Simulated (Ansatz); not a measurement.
The cluster GeO4H4. The state is a triplet with charge 0. Geometry PBE-D4/def2-SVP, that of the neutral singlet; atoms count from 1.

```xyz
9

Ge    0.389    0.484   -0.204
O    -0.228   -1.208   -0.585
O     2.161    0.438   -0.302
O    -0.097    0.819    1.480
O    -1.647   -1.064   -0.196
H    -0.919    0.319    1.654
H     2.528   -0.045    0.463
H    -2.076   -1.243   -1.059
H    -0.110    1.500   -1.251
```

The structure holds one bond between oxygen atoms, so isomers without such links may lie far lower. At PBE0-D4/def2-TZVP a singlet of charge 0 lies 4.14 eV below the triplet at the same geometry. The structure comes from a short search, and lower isomers may exist.

**Question.** Estimate the Mulliken populations from the PBE0/def2-TZVP orbitals of Ansatz.

**Answer.** 
| atom | charge (e) | spin (α − β) |
| --- | --- | --- |
| Ge1 | 0.71 | 0.05 |
| O2 | -0.29 | 0.99 |
| O3 | -0.55 | 0.01 |
| O4 | -0.56 | 0.00 |
| O5 | -0.32 | 0.92 |
| H6 | 0.34 | 0.00 |
| H7 | 0.32 | 0.00 |
| H8 | 0.32 | 0.01 |
| H9 | 0.03 | 0.01 |
Mulliken values depend strongly on the basis.

**Question.** Where does the spin sit?

**Answer.** Summed by element: Ge 0.05, O 1.91, H 0.03, of 2 unpaired in all. Largest on single atoms: O2 0.99, O5 0.92, Ge1 0.05.

**Question.** And the Mayer bond orders between heavy atoms (over 0.3)?

**Answer.** Ge1–O2 0.88 (1.84 Å); Ge1–O3 1.10 (1.78 Å); Ge1–O4 1.08 (1.78 Å); O2–O5 0.66 (1.48 Å).
